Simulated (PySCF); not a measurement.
A thermochemical cycle for SrS

CCSD(T) in PySCF with def2-SVP on every atom (core potentials on Sr), for the lowest determinant that a PBE0 search found; no spin–orbit coupling. SrS, a singlet (closed shell), has De = 2.52 eV to neutral atoms, and SrS⁺, a doublet (π ↑), has De = 2.10 eV to Sr⁺ + S.

The adiabatic ionisation energy of SrS, between the minima, is 5.97 eV.

Task: Which ionisation energy of the Sr atom does this level give?

Result: IE(Sr) = IE(molecule) + De(ion) − De(neutral) = 5.97 + 2.10 − 2.52 = 5.55 eV; the measured value is 5.695 eV (NIST ASD).

Correlated steps freeze 5 core orbitals. Correlated levels converge slowly with the basis: in double zeta they bind strong bonds too weakly, by up to about 1 eV, and carry superposition errors of some tenths. Spin–orbit coupling is left out. For an ion De counts to the pair picked by the measured ionisation energies or electron affinities, which need not be the lowest pair at this level. Where the molecule has an RHF reference, its open-shell atoms are computed with UHF. The CCSD T1 diagnostic is raised in SrS, a sign that a single reference may not be enough there. States were picked by a PBE0 search and need not be the measured ground states.
